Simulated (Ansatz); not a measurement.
Gas-phase electronic energies from Ansatz, PBE0-D4/def2-TZVP geometries. CCSD(T)/CBS adds triple-zeta CCSD(T) − MP2 to the extrapolated MP2 energy (def2 sets, frozen cores). This one scheme is used for every species. DFT in def2-TZVPP. B3LYP here is the variant with VWN-RPA as its local correlation; programs differ in this. Each species was taken in one conformer, which may not be the lowest.

`C=CCCCCC` + `CCCCCC` → `C=CCCCCCCCCCC` + CH₄  (formal exchange of groups at a C–C bond)

```json
{"level": "PBE-D4", "ΔE (kJ/mol)": "-9.2", "difference from CCSD(T)/CBS": "0.1"}
{"level": "r2SCAN-D4", "ΔE (kJ/mol)": "-9.4", "difference from CCSD(T)/CBS": "-0.1"}
{"level": "PBE0-D4", "ΔE (kJ/mol)": "-8.4", "difference from CCSD(T)/CBS": "0.9"}
{"level": "B3LYP-D4", "ΔE (kJ/mol)": "-8.2", "difference from CCSD(T)/CBS": "1.1"}
{"level": "ωB97X-V", "ΔE (kJ/mol)": "-9.1", "difference from CCSD(T)/CBS": "0.2"}
{"level": "ωB97M-V", "ΔE (kJ/mol)": "-10.0", "difference from CCSD(T)/CBS": "-0.7"}
{"level": "B2PLYP", "ΔE (kJ/mol)": "-0.6", "difference from CCSD(T)/CBS": "8.7"}
{"level": "PBE", "ΔE (kJ/mol)": "0.9", "difference from CCSD(T)/CBS": "10.2"}
{"level": "r2SCAN", "ΔE (kJ/mol)": "-3.9", "difference from CCSD(T)/CBS": "5.4"}
{"level": "PBE0", "ΔE (kJ/mol)": "1.6", "difference from CCSD(T)/CBS": "10.9"}
{"level": "B3LYP", "ΔE (kJ/mol)": "5.9", "difference from CCSD(T)/CBS": "15.2"}
{"level": "HF/def2-TZVPP", "ΔE (kJ/mol)": "11.0", "difference from CCSD(T)/CBS": "20.3"}
{"level": "MP2/def2-TZVPP", "ΔE (kJ/mol)": "-11.6", "difference from CCSD(T)/CBS": "-2.3"}
{"level": "SCS-MP2/def2-TZVPP", "ΔE (kJ/mol)": "-6.9", "difference from CCSD(T)/CBS": "2.4"}
{"level": "CCSD/def2-TZVPP", "ΔE (kJ/mol)": "-6.0", "difference from CCSD(T)/CBS": "3.3"}
{"level": "CCSD(T)/def2-TZVPP", "ΔE (kJ/mol)": "-9.4", "difference from CCSD(T)/CBS": "-0.1"}
{"level": "HF/def2-QZVPP", "ΔE (kJ/mol)": "11.4", "difference from CCSD(T)/CBS": "20.7"}
{"level": "MP2/def2-QZVPP", "ΔE (kJ/mol)": "-11.4", "difference from CCSD(T)/CBS": "-2.1"}
{"level": "SCS-MP2/def2-QZVPP", "ΔE (kJ/mol)": "-6.6", "difference from CCSD(T)/CBS": "2.7"}
{"level": "HF/CBS(def2)", "ΔE (kJ/mol)": "11.4", "difference from CCSD(T)/CBS": "20.7"}
{"level": "MP2/CBS(def2)", "ΔE (kJ/mol)": "-11.5", "difference from CCSD(T)/CBS": "-2.2"}
{"level": "CCSD/CBS(def2)", "ΔE (kJ/mol)": "-5.8", "difference from CCSD(T)/CBS": "3.5"}
{"level": "CCSD(T)/CBS", "ΔE (kJ/mol)": "-9.3", "difference from CCSD(T)/CBS": "0"}
```

Largest T1 diagnostic among the species: 0.009.

In def2-TZVPP, CCSD(T) changes the Hartree–Fock value by −20.5 kJ/mol (the triples alone add −3.5 kJ/mol) and MP2 by −22.6 kJ/mol. The D4 term adds −14.1 kJ/mol with B3LYP and −9.9 kJ/mol with PBE0; it sums over pairs of atoms, weighted by their polarisabilities, and B3LYP, whose exchange is more repulsive, gets the larger term.

CCSD(T)/CBS has its own doubt, a few kJ/mol and more with outer-core shells, so smaller differences from it don't rank the levels.
